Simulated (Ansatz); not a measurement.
Reaction (formal exchange of groups at a C–O bond): `[AlH2][O]C[SiH2][SiH3]` + `C=N` → `N=CC[SiH2][SiH3]` + `[OH][AlH2]`

Calculated with Ansatz (gas phase, PBE0-D4/def2-TZVP geometries, no zero-point term in ΔE). CCSD(T)/CBS adds triple-zeta CCSD(T) − MP2 to the extrapolated MP2 energy (def2 sets, frozen cores). This one scheme is used for every species. Functionals use def2-TZVPP. Each species was taken in one conformer, which may not be the lowest.

| level | ΔE (eV) |
| --- | --- |
| ωB97X-V | -0.95 |
| B2PLYP | -0.95 |
| SCS-MP2/def2-TZVPP | -1.00 |
| CCSD/def2-TZVPP | -0.96 |
| CCSD(T)/def2-TZVPP | -0.98 |
| MP2/def2-QZVPP | -1.10 |
| SCS-MP2/def2-QZVPP | -1.01 |
| HF/CBS(def2) | -0.86 |

Task: What does CCSD(T)/CBS give? (Estimate.)

Result: Ansatz gave: -1.01 eV. The listed levels differ from it by 0.06, 0.06, 0.01, 0.05, 0.03, -0.09, 0.00, 0.15 eV.

Largest T1 diagnostic among the species: 0.014.

The D4 term adds −0.03 eV with B3LYP and −0.02 eV with PBE0; it sums over pairs of atoms, weighted by their polarisabilities, and B3LYP, whose exchange is more repulsive, gets the larger term. In def2-TZVPP, CCSD(T) changes the Hartree–Fock value by −0.12 eV (the triples alone add −0.02 eV) and MP2 by −0.23 eV. From PBE to PBE0 (25 % exact exchange), in def2-TZVPP and without D4, ΔE moves by −0.03 eV.

B3LYP here is the variant with VWN-RPA as its local correlation; programs differ in this.
